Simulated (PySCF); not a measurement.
# Computed records: AlBH$_{3}$O, Al$_{2}$BH$_{4}$O, Al$_{2}$BH$_{3}$N, AlBHO

Computed with PySCF 2.14.0. Calculation on a computer-drawn molecule: the log of a Hartree-Fock and frozen-core CCSD(T) single point meant for a local Hartree-Fock minimum, with one planted fault or none, to be diagnosed. Offsets are logged minus clean, where the clean run is the same molecule without the fault. The reference is restricted for singlets and unrestricted otherwise, and also for a bond in bohr or an excited solution. Adding or removing an electron swaps singlet and doublet. The excited solution moves the top pair (singlet) or top alpha electron (doublet) to the lowest empty orbital. Highest occupied and lowest empty are orbital energies over both spins, largest force is the largest gradient component, triples share is (T) over the correlation energy, the T1 limit is 0.02 restricted and 0.045 unrestricted, electrons count all cores, a negative frequency is imaginary (commonest isotopes), and the dipole is about the centre of nuclear charge.

Common to all runs: meant charge 0; meant multiplicity 2; meant basis cc-pV(D+d)Z; logged SCF converged yes; logged CC converged yes; logged SCF stable within its kind yes; possible faults no fault, one electron removed, one electron added, multiplicity raised by two, geometry at a saddle point, SCF held on an excited solution, minimal basis STO-3G, one bond length entered in bohr, all coordinates scaled.

(1) 
```xyz
6
formula=AlBH3O logged_electrons=29 logged_basis_functions=66 logged_spin_squared=1.4286 logged_highest_occupied=-8.2782 logged_lowest_empty=1.0224 logged_largest_force=0.032517 logged_T1_diagnostic=0.085129 logged_D1_diagnostic=0.33909 logged_triples_share=0.031885 logged_dipole_magnitude=1.8923 logged_energy_HF=-343.05549 logged_energy_CCSD(T)=-343.41588 planted_fault=one_bond_length_entered_in_bohr,row_3_of_the_drawn_bonds HF_energy_offset_from_clean_run=82.95 CCSD(T)_energy_offset_from_clean_run=75.23
B      0.7173    -2.9387     0.9586
Al    -1.2907    -2.4936     1.0004
O     -1.7154    -0.8677     1.2113
H      2.9012    -3.4630     0.9101
H     -2.4004    -3.6068     0.8440
H     -2.5762    -0.4871     1.2547
```

Units: logged_highest_occupied, logged_lowest_empty in eV; logged_largest_force in hartree/bohr; logged_dipole_magnitude in debye; logged_energy_HF, logged_energy_CCSD(T) in hartree; HF_energy_offset_from_clean_run, CCSD(T)_energy_offset_from_clean_run in kcal/mol.

Drawn bonds:
| atom | other atom | order |
| --- | --- | --- |
| 1 | 2 | 1 |
| 2 | 3 | 1 |
| 1 | 4 | 1 |
| 2 | 5 | 1 |
| 3 | 6 | 1 |

Notes: T1 above single-reference limit.

(2) 
```xyz
8
formula=Al2BH4O logged_electrons=43 logged_basis_functions=32 logged_spin_squared=0.7665 logged_highest_occupied=-5.4035 logged_lowest_empty=7.5681 logged_largest_force=0.036376 logged_T1_diagnostic=0.023138 logged_D1_diagnostic=0.074642 logged_triples_share=0.042989 logged_dipole_magnitude=0.27379 logged_energy_HF=-578.5154 logged_energy_CCSD(T)=-578.68058 planted_fault=minimal_basis_STO-3G HF_energy_offset_from_clean_run=4537 CCSD(T)_energy_offset_from_clean_run=4696
B     -3.1355    -0.4375     0.9234
Al    -2.9907     1.0407    -0.5085
O     -1.4801     1.4551    -1.1311
Al    -0.0119     1.9244    -1.7998
H     -3.2354    -1.2881     1.7492
H     -4.2827     1.7857    -1.0248
H      0.8098     3.0811    -1.1115
H      0.5114     1.1907    -3.0938
```

Units: logged_highest_occupied, logged_lowest_empty in eV; logged_largest_force in hartree/bohr; logged_dipole_magnitude in debye; logged_energy_HF, logged_energy_CCSD(T) in hartree; HF_energy_offset_from_clean_run, CCSD(T)_energy_offset_from_clean_run in kcal/mol.

Drawn bonds:
| atom | other atom | order |
| --- | --- | --- |
| 1 | 2 | 1 |
| 2 | 3 | 1 |
| 3 | 4 | 1 |
| 1 | 5 | 1 |
| 2 | 6 | 1 |
| 4 | 7 | 1 |
| 4 | 8 | 1 |

(3) 
```xyz
7
formula=Al2BH3N logged_electrons=40 logged_basis_functions=89 logged_spin_squared=0 logged_highest_occupied=-13.047 logged_lowest_empty=-7.4374 logged_largest_force=0.044857 logged_T1_diagnostic=0.07517 logged_D1_diagnostic=0.25109 logged_triples_share=0.068302 logged_dipole_magnitude=16.65 logged_energy_HF=-564.3149 logged_energy_CCSD(T)=-564.73033 planted_fault=one_electron_removed HF_energy_offset_from_clean_run=197.8 CCSD(T)_energy_offset_from_clean_run=187.1
B      3.3221     1.2857    -0.9334
Al     1.3114     0.8186    -1.1937
N     -0.2935     0.5142    -1.2723
Al    -2.0017     0.1637    -1.4021
H      4.4217     1.2280    -1.3798
H     -2.6192    -1.1855    -0.8291
H     -3.0078     1.1804    -2.0978
```

Units: logged_highest_occupied, logged_lowest_empty in eV; logged_largest_force in hartree/bohr; logged_dipole_magnitude in debye; logged_energy_HF, logged_energy_CCSD(T) in hartree; HF_energy_offset_from_clean_run, CCSD(T)_energy_offset_from_clean_run in kcal/mol.

Drawn bonds:
| atom | other atom | order |
| --- | --- | --- |
| 1 | 2 | 1 |
| 2 | 3 | 2 |
| 3 | 4 | 1 |
| 1 | 5 | 1 |
| 4 | 6 | 1 |
| 4 | 7 | 1 |

Notes: T1 above single-reference limit.

(4) 
```xyz
4
formula=AlBHO logged_electrons=27 logged_basis_functions=56 logged_spin_squared=1.36 logged_highest_occupied=-10.247 logged_lowest_empty=-0.7468 logged_largest_force=0.037206 logged_T1_diagnostic=0.083707 logged_D1_diagnostic=0.28525 logged_triples_share=0.049615 logged_dipole_magnitude=5.0228 logged_energy_HF=-341.81542 logged_energy_CCSD(T)=-342.16103 planted_fault=one_bond_length_entered_in_bohr,row_3_of_the_drawn_bonds HF_energy_offset_from_clean_run=78.31 CCSD(T)_energy_offset_from_clean_run=74.49
B     -0.2192     0.6041    -0.4959
Al    -0.6474    -1.2255     0.4086
O     -0.8810    -2.6568     1.0196
H     -0.7204     2.7900    -0.6050
```

Units: logged_highest_occupied, logged_lowest_empty in eV; logged_largest_force in hartree/bohr; logged_dipole_magnitude in debye; logged_energy_HF, logged_energy_CCSD(T) in hartree; HF_energy_offset_from_clean_run, CCSD(T)_energy_offset_from_clean_run in kcal/mol.

Drawn bonds:
| atom | other atom | order |
| --- | --- | --- |
| 1 | 2 | 1 |
| 2 | 3 | 2 |
| 1 | 4 | 1 |

Notes: T1 above single-reference limit.
